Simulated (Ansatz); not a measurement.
`NB([SeH])CO` and `NB[SeH]` differ in one atom or group.

Ansatz, PBE0-D4/def2-TZVP geometries, multiplicity 1. Each molecule was computed in one conformer, which needn't be the lowest.

Scalar relativity is left out up to krypton.

| property | `NB([SeH])CO` |
| --- | --- |
| HOMO–LUMO gap (PBE0/def2-TZVPP) / eV | 7.11 |
| HOMO energy (ωB97M-V/def2-TZVPP) / eV | -9.01 |
| LUMO energy (PBE/def2-TZVPP) / eV | -0.59 |
| HOMO–LUMO gap (B3LYP/def2-TZVPP) / eV | 6.58 |
| HOMO energy (B3LYP/def2-TZVPP) / eV | -6.62 |
| LUMO energy (B3LYP/def2-TZVPP) / eV | -0.04 |

Problem. What does the change do to each property? (An estimate is asked.)

Solution. Ansatz gave: 
```
                             property  `NB[SeH]`  shift
 HOMO–LUMO gap (PBE0/def2-TZVPP) / eV       7.07  -0.04
HOMO energy (ωB97M-V/def2-TZVPP) / eV      -8.95   0.06
    LUMO energy (PBE/def2-TZVPP) / eV      -0.62  -0.03
HOMO–LUMO gap (B3LYP/def2-TZVPP) / eV       6.52  -0.06
  HOMO energy (B3LYP/def2-TZVPP) / eV      -6.58   0.04
  LUMO energy (B3LYP/def2-TZVPP) / eV      -0.06  -0.02
```

B3LYP here is the variant with VWN-RPA as its local correlation; programs differ in this.

Spin–orbit coupling is left out; it splits and shifts lone-pair levels of the heavy atoms by tenths of an eV.
